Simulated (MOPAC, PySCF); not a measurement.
C$_{4}$H$_{7}$ClSi, SMILES `C=C([SiH3])/C=C/Cl` (Si–C–C–C torsion 0°), neutral singlet in the gas phase. 

Z-matrix (Å, degrees):
```
C
C 1 1.3342
H 2 1.0820 1 122.12
H 2 1.0854 3 116.40 1 -180.00
C 1 1.4616 2 119.38 3 -180.00
C 5 1.3241 1 124.22 2 -180.00
H 6 1.0805 5 124.15 1 0.00
H 5 1.0854 6 118.73 7 180.00
Cl 6 1.7230 7 112.88 5 180.00
Si 1 1.8721 2 118.98 3 0.00
H 10 1.4766 1 108.15 2 0.00
H 10 1.4799 11 109.71 3 120.93
H 10 1.4799 11 109.71 12 118.15
```
Charge 0, spin multiplicity 1.

All levels are single points at this geometry (CAM-B3LYP-D3(BJ)/def2-TZVP); Pople sets use spherical d functions. Orbital energies aren't observables, and empty levels follow the basis.

AM1 in MOPAC gives HOMO (eV) = -9.44.

Estimate the HOMO (eV) from each of these levels: CAM-B3LYP-D3(BJ)/def2-TZVP in PySCF; TPSSh-D3(BJ)/def2-TZVP in PySCF; B3LYP/3-21G in PySCF; B3LYP/LANL2DZ in PySCF; BP86/6-31G* in PySCF; PBE/6-31G* in PySCF; SVWN5/6-31G* in PySCF; HF/6-31G* in PySCF; HF/STO-3G in PySCF; PM3 in MOPAC; PM6 in MOPAC; PM7 in MOPAC.


```csv
level,HOMO (eV)
CAM-B3LYP-D3(BJ)/def2-TZVP in PySCF,-8.15
TPSSh-D3(BJ)/def2-TZVP in PySCF,-6.34
B3LYP/3-21G in PySCF,-6.58
B3LYP/LANL2DZ in PySCF,-6.64
BP86/6-31G* in PySCF,-5.79
PBE/6-31G* in PySCF,-5.69
SVWN5/6-31G* in PySCF,-5.84
HF/6-31G* in PySCF,-8.97
HF/STO-3G in PySCF,-7.41
PM3 in MOPAC,-9.16
PM6 in MOPAC,-9.49
PM7 in MOPAC,-9.70
```
